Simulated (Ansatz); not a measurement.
A structure relaxed at r2SCAN-D4/def2-SVP in Ansatz, charge 0, singlet:

```xyz
10

Al   -1.153    0.086   -1.906
Al   -2.110    0.663    0.526
Al    1.576   -1.953    0.752
Al   -1.050    2.653   -0.796
Al    1.548   -0.367    2.880
Al    0.600    0.656    0.402
Si   -0.722   -1.642   -0.259
Si   -0.845   -0.805    1.985
Si    0.849    1.547   -2.042
Si    1.308   -0.839   -1.541
```

Q: Give its formula.

A: the cluster Al6Si4.

Q: Summarise the bond lengths by kind (pairs closer than 1.2 times the sum of covalent radii, bridged metal pairs left out).

A: 12 × Al–Si 2.43 to 2.73 Å; 8 × Al–Al 2.61 to 2.86 Å; 3 × Si–Si 2.40 to 2.53 Å.

The restricted singlet is unstable towards broken spin symmetry in Hartree–Fock (as tested in another run); at r2SCAN-D4/def2-SVP this wasn't settled. The structure comes from a short search, and lower isomers may exist.
